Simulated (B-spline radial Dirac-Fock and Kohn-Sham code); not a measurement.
Auger parameter of gadolinium: the L3 level and its strongest L3-MM line

Calculated with a B-spline atomic structure program, using Dirac-Fock ΔSCF + Breit + QED. The modified Auger parameter α′ is the binding energy plus the kinetic energy of the Auger electron; it does not depend on the energy zero. For free ions it tends to fall with charge, since less charge screens the final holes.

```
            species          configuration  binding 2p3/2 (eV)  Auger line  kinetic (eV)  α′ (eV)
                 Gd       [Xe] 4f7 5d1 6s2              7254.6    M4M5 J=4        4763.6  12018.2
                 Gd       [Xe] 4f6 5d2 6s2              7263.7    M4M5 J=4        4750.7  12014.4
                 Gd           [Xe] 4f9 5d1              7236.5    M4M5 J=4        4791.9  12028.3
                 Gd       [Xe] 4f5 5d3 6s2              7273.4    M4M5 J=4        4736.9  12010.4
                Gd⁺       [Xe] 4f7 5d1 6s1              7261.6    M4M5 J=4        4755.3  12016.9
 Gd⁺ (Watson 1.8 Å)       [Xe] 4f7 5d1 6s1              7254.5    M4M5 J=4        4762.9  12017.4
               Gd²⁺           [Xe] 4f7 5d1              7269.6    M4M5 J=4        4746.1  12015.8
Gd²⁺ (Watson 1.8 Å)           [Xe] 4f7 5d1              7254.1    M4M5 J=4        4762.0  12016.1
               Gd³⁺               [Xe] 4f7              7282.0    M4M5 J=4        4732.4  12014.4
               Gd³⁺           [Xe] 4f5 6s2              7310.0    M4M5 J=4        4696.1  12006.0
Gd³⁺ (Watson 2.4 Å)               [Xe] 4f7              7264.0    M4M5 J=4        4750.4  12014.4
               Gd⁴⁺               [Xe] 4f6              7305.5    M4M5 J=4        4704.0  12009.4
               Gd⁵⁺  [Kr] 4d10 4f6 5s2 5p5              7323.4    M4M5 J=4        4685.5  12008.9
               Gd⁶⁺  [Kr] 4d10 4f6 5s2 5p4              7342.1    M4M5 J=4        4666.3  12008.4
               Gd⁷⁺  [Kr] 4d10 4f6 5s2 5p3              7361.6    M4M5 J=4        4646.5  12008.1
```
